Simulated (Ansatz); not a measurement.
Relaxation of C₂H₆BF₂N (12 atoms, charge 0, multiplicity 1), to a largest force component of 0.02 eV/Å in at most 50 steps.

These are results of Ansatz 0.2.0, RKS B3LYP-D4/6-31G*, not measurements.

```xyz
12
Properties=species:S:1:pos:R:3
C -0.394 -0.983 1.360
B 0.677 -0.079 0.626
F 2.000 -0.094 1.126
C 0.387 0.872 -0.614
N -0.148 0.048 -1.753
F 1.438 1.590 -0.988
H 0.025 -1.480 2.213
H -0.830 -1.656 0.627
H -1.244 -0.252 1.755
H -0.476 1.581 -0.280
H -0.268 0.689 -2.539
H -1.090 -0.291 -1.499
```

Q: Where does it end, and by what steps?

A: The run converged. After 27 steps the energy has fallen by 0.538 eV; H11 moved furthest, 0.96 Å.

| step | energy less start (eV) | largest force component (eV/Å) | accepted |
| --- | --- | --- | --- |
| 0 | 0.0000 | 3.676 | yes |
| 1 | -0.3782 | 1.687 | yes |
| 2 | -0.4686 | 0.428 | yes |
| 3 | -0.4817 | 0.281 | yes |
| 4 | -0.4915 | 0.165 | yes |
| 5 | -0.4987 | 0.189 | yes |
| 6 | -0.5027 | 0.366 | yes |
| 7 | -0.5074 | 0.200 | yes |
| 8 | -0.5146 | 0.240 | yes |
| 9 | -0.5235 | 0.166 | yes |
| 10 | -0.5039 | 0.857 | no |
| 11 | -0.5224 | 0.293 | no |
| 12 | -0.5279 | 0.029 | yes |
| 13 | -0.5305 | 0.070 | yes |
| 14 | -0.5317 | 0.146 | yes |
| 15 | -0.5330 | 0.104 | yes |
| 16 | -0.5347 | 0.070 | yes |
| 17 | -0.5348 | 0.116 | yes |
| 18 | -0.5361 | 0.055 | yes |
| 19 | -0.5367 | 0.091 | yes |
| 20 | -0.5372 | 0.051 | yes |
| 21 | -0.5378 | 0.039 | yes |
| 22 | -0.5380 | 0.082 | yes |
| 23 | -0.5372 | 0.170 | no |
| 24 | -0.5383 | 0.041 | yes |
| 25 | -0.5383 | 0.037 | yes |
| 26 | -0.5385 | 0.029 | yes |
| 27 | -0.5385 | 0.020 | yes |

```xyz
12
Properties=species:S:1:pos:R:3
C -0.449 -0.912 1.289
B 0.699 -0.096 0.596
F 1.947 -0.241 1.029
C 0.430 0.905 -0.612
N -0.310 0.326 -1.679
F 1.662 1.427 -1.071
H -0.290 -1.004 2.369
H -0.446 -1.941 0.894
H -1.448 -0.504 1.105
H -0.112 1.779 -0.211
H -1.078 0.865 -2.054
H -0.528 -0.658 -1.620
```

Run time: 62 s on 2 threads of Arm Neoverse V2, with other jobs on the host, peak memory 0.22 GiB.
